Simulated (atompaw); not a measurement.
**Cl: one change to a PAW (atompaw) potential, before and after**

Cl (Z = 17), PAW, made with atompaw 4.2.0.5 (PBEsol, scalar-relativistic). Core [Ne], reference 3s2 3p4.5 (charge +0.5). Waves: 3s (bound): rc 1.55 bohr; 3s channel at 1.8 Ry: rc 1.15 bohr; 3p (bound): rc 1.55 bohr; 3p channel at 0.75 Ry: rc 1.55 bohr. Local part: ultrasoft scheme with l = 2 at 1 Ry, radius 1.05 bohr. Core correction: smooth core density matched at 1.05 bohr. Augmentation charge: sinc compensation charge, radius 1.50 bohr; PAW radius 1.55 bohr; waves and projectors: custom polynom2 7 10 vanderbiltortho.

All-electron outer shells of the reference configuration (PBEsol, scalar-relativistic, ld1.x):

```tsv
shell	level (eV)	outermost node (bohr)	outermost maximum (bohr)
3s	-26.11	0.55	1.27
3p	-13.77	0.53	1.41
```

Change: wave 3s (bound): rc 1.55 bohr becomes 3s (bound): rc 1.26 bohr.

Cutoffs: the cutoffs (Ry, on a coarse ladder) from which the occupation-weighted sum of valence levels, in a spherical-Bessel basis at the reference potential, stays within 10 and 1 mRy of its value at 400 Ry; they do not see the model core or the augmentation charge, which bear on the density cutoff.

What does the change do?

The potential gets harder (18 Ry and 21 Ry → 21 Ry and 30 Ry); neither file shows a bound ghost.

```csv
quantity,base,changed
"cutoff, loose",18 Ry,21 Ry
"cutoff, tight",21 Ry,30 Ry
loose cutoff by channel (10 mRy a level),"s 8 Ry, p 15 Ry","s 18 Ry, p 15 Ry"
bound ghosts,none,none
s: phases at 1.55 bohr within 0.05 rad from the reference energy up to (Ry; the scan ends near 5),to the end of the scan,to the end of the scan
p: phases at 1.55 bohr within 0.05 rad from the reference energy up to (Ry; the scan ends near 5),to the end of the scan,to the end of the scan
lowest overlap eigenvalue by channel,"s 0.64, p 0.83","s 0.35, p 0.83"
```

 The cutoffs see the waves, projectors and local potential, not the compensation charge or the core.
